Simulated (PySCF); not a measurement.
# F⁺: excitation energy

F⁺ [He] 2s2 2p4 (3P) → F⁺ [He] 2s1 2p5 (3P), as a difference of total energies. Computed with PySCF 2.14 in aug-cc-pV5Z, with no relativity, point nucleus. Correlated levels: valence: 1s2 frozen. The calculations carry no spin-orbit coupling.

```tsv
method	excitation energy (cm⁻¹)	error (cm⁻¹)
UHF	175040	+10254
LDA	148480	-16306
PBE	150580	-14203
PBE0	157010	-7778
r2SCAN	157310	-7472
BHandHLYP	162790	-1993
HSE06	156690	-8098
PW91	150450	-14335
MP2 (valence)	167210	+2428
SCS-MP2 (valence)	166510	+1721
```

Reference: 164790 cm⁻¹ (measured; NIST levels, between the centres of gravity of the two terms).

Errors of the correlated levels include the incompleteness of this basis and the frozen core.
